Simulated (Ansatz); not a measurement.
The same ligand exchange along the group B, Al, In.

Gas-phase electronic energies from Ansatz, PBE0-D4/def2-TZVP geometries. CCSD(T)/CBS adds triple-zeta CCSD(T) − MP2 to the extrapolated MP2 energy (def2 sets, frozen cores). This one scheme is used for every species. def2 core potentials past Kr. For Br, In outer-core shells are correlated without core-valence functions, which leaves a few kJ/mol of doubt a bond. Scalar relativity is left out up to krypton. Each species was taken in one conformer, which may not be the lowest.

| reaction | HF/CBS(def2) (kcal/mol) |
| --- | --- |
| `NB(F)S` + HBr → `NB(F)Br` + H₂S | -5.3 |
| `[NH2][Al]([F])[SH]` + HBr → `[NH2][Al]([F])[Br]` + H₂S | -14.5 |
| `[NH2][In]([F])[SH]` + HBr → `[NH2][In]([F])[Br]` + H₂S | -13.6 |

(1) Give the CCSD(T)/CBS values in the same order. (An estimate is asked.)

Largest T1 diagnostic: 0.015, for `[NH2][In]([F])[SH]`.

Answers

(1) The calculation gave: -4.7, -12.2, -9.7 kcal/mol.
